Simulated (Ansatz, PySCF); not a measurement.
Gas-phase reaction (SMILES): [CH3][Al]([Br])[Br] + N (NH3) → [NH2][Al]([Br])[Br] + C (CH4); ammonia cleaves one Al-C bond, a model of a ligand-exchange step.

Structures are relaxed separately at B3LYP-D3(BJ)/def2-TZVP in Ansatz (an electronic-structure program), one conformer each, not searched for the lowest. Correlated levels leave the core frozen unless marked. No spin-orbit coupling. Frozen are the shells of the preceding noble gas and the d and f shells that filled before the atom's block. No relativistic terms. CBS marks a two-point X^-3 extrapolation of the correlation energy; Hartree-Fock from the larger set. Thermal terms are rigid-rotor harmonic-oscillator values from B3LYP-D3(BJ) frequencies (Ansatz or PySCF) at 298.15 K and 1 atm. 1 Eh = 627.5095 kcal/mol.

```tsv
species	E, CCSD(T)/CBS(def2-TZVPPD,def2-QZVPPD) (Ansatz) (Eh)	E, PBE0-D4/def2-TZVPD (Ansatz + dftd4) (Eh)	H - E (Eh)
[CH3][Al]([Br])[Br]	-5427.38641	-5430.07410	0.04564
N (NH3)	-56.50452	-56.51535	0.03799
[NH2][Al]([Br])[Br]	-5443.46782	-5446.14701	0.03536
C (CH4)	-40.45806	-40.47492	0.04840
```

Question: Work out ΔE and ΔH at 298.15 K at the first level, then ΔH at the second.

Answer: 
1. ΔE = [(-5443.46782) + (-40.45806)] - [(-5427.38641) + (-56.50452)] = -0.03495 Eh = -21.9 kcal/mol at CCSD(T)/CBS(def2-TZVPPD,def2-QZVPPD).
2. The terms H - E add up to 0.00013 Eh, so ΔH = (-0.03495 + (0.00013))×627.5095 = -21.8 kcal/mol.
3. At PBE0-D4/def2-TZVPD the same steps give ΔE = -20.4 and ΔH = -20.3 kcal/mol, a shift of +1.5 from the first level.
4. These values are not checked against measurement here, since the tables used lack a sound gas-phase enthalpy of formation for at least one species.
